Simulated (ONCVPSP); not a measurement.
Reading a pseudo-wave (potassium (K))

Columns: radius, all-electron u(r) and pseudo u(r) of the 3s shell (level -35.34 eV) of potassium in the configuration [Ne] 3s2 3p6 4s1; PBE, scalar-relativistic, ONCV scheme, ONCVPSP 4.0.1.

```json
{"r (bohr)": "0.135", "all-electron": "-0.1568", "pseudo": "0.1900"}
{"r (bohr)": "0.270", "all-electron": "-0.4975", "pseudo": "0.3702"}
{"r (bohr)": "0.405", "all-electron": "-0.2410", "pseudo": "0.5315"}
{"r (bohr)": "0.540", "all-electron": "0.1906", "pseudo": "0.6667"}
{"r (bohr)": "0.675", "all-electron": "0.5654", "pseudo": "0.7705"}
{"r (bohr)": "0.810", "all-electron": "0.8170", "pseudo": "0.8402"}
{"r (bohr)": "0.945", "all-electron": "0.9476", "pseudo": "0.8759"}
{"r (bohr)": "1.080", "all-electron": "0.9835", "pseudo": "0.8795"}
{"r (bohr)": "1.215", "all-electron": "0.9548", "pseudo": "0.8553"}
{"r (bohr)": "1.350", "all-electron": "0.8872", "pseudo": "0.8086"}
{"r (bohr)": "1.485", "all-electron": "0.7999", "pseudo": "0.7456"}
{"r (bohr)": "1.620", "all-electron": "0.7057", "pseudo": "0.6724"}
{"r (bohr)": "1.755", "all-electron": "0.6125", "pseudo": "0.5945"}
{"r (bohr)": "1.890", "all-electron": "0.5251", "pseudo": "0.5167"}
{"r (bohr)": "2.025", "all-electron": "0.4459", "pseudo": "0.4427"}
{"r (bohr)": "2.160", "all-electron": "0.3758", "pseudo": "0.3749"}
{"r (bohr)": "2.295", "all-electron": "0.3148", "pseudo": "0.3147"}
{"r (bohr)": "2.430", "all-electron": "0.2625", "pseudo": "0.2625"}
{"r (bohr)": "2.565", "all-electron": "0.2181", "pseudo": "0.2180"}
{"r (bohr)": "2.700", "all-electron": "0.1805", "pseudo": "0.1805"}
{"r (bohr)": "2.835", "all-electron": "0.1490", "pseudo": "0.1490"}
{"r (bohr)": "2.970", "all-electron": "0.1228", "pseudo": "0.1227"}
{"r (bohr)": "3.105", "all-electron": "0.1009", "pseudo": "0.1009"}
{"r (bohr)": "3.240", "all-electron": "0.0828", "pseudo": "0.0828"}
{"r (bohr)": "3.375", "all-electron": "0.0678", "pseudo": "0.0678"}
{"r (bohr)": "3.510", "all-electron": "0.0555", "pseudo": "0.0555"}
```

(1) How many radial nodes do the two functions have?

(2) At about which radius was the pseudo-wave matched?

(3) Is the pseudo-wave norm-conserving?

Answers

(1) The all-electron 3s function has n − l − 1 = 2 (the table is too coarse to show those close to the nucleus); the pseudo-wave has 0, since the states of the same l below it are removed with the core.

(2) 2.50 bohr. The columns agree to 0.0005 from 2.29 bohr on; several derivatives are matched, so the curves merge somewhat inside the radius.

(3) Yes: the ONCV scheme keeps the norm inside the radius equal to the all-electron one, which fixes the energy derivative of the logarithmic derivative at the level.
